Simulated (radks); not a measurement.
The numbers below are computed, except where a source is named.
Task: Numerical settings for neutral indium, [Kr] 4d10 5s2 5p1. Code: a radial shooting solver on a logarithmic mesh with Libxc functionals. Model: scalar-relativistic Kohn-Sham, r2SCAN, spin-polarised, spherical densities, finite nucleus; open shells are filled with parallel spins first (spin-orbit coupling, left out, can overturn this in heavy ions); meta-GGA in the generalised Kohn-Sham scheme; Fermi nuclear charge, rms radius 4.6156 fm. The defaults (mesh step 0.008 in ln r, mesh end at 40 bohr or more with all orbitals vanishing there, Anderson mixing 0.5 over 9 steps, residual threshold near 1e-9 with the energy settled to 1e-9 hartree or 1e-11 of itself, here a cap of 87 iterations) give E = -5882.309 hartree and 5p at -2.870 eV in 13 iterations. Times are rough (one thread of a shared host). One setting is changed at a time: mesh step in ln r 0.003; mesh step in ln r 0.2; mesh step in ln r 0.08; mesh end (bohr) 2; mesh end (bohr) 1; residual threshold 1e-05; residual threshold 0.01; mixing 0.2; linear mixing, mixing 0.2; linear mixing, mixing 0.5; mixing history 20; iteration cap 8. Which runs fail to converge, and which converge to a wrong energy?

Result: Not converged within the cap: mesh step in ln r 0.2; mesh step in ln r 0.08; iteration cap 8. Settled on a wrong energy, with an occupied level pushed above zero by the early mesh end: mesh end (bohr) 2 (+13.9 hartree); mesh end (bohr) 1 (+255 hartree). Apart from these: no run marked as converged misses the energy by more than 1 mhartree.
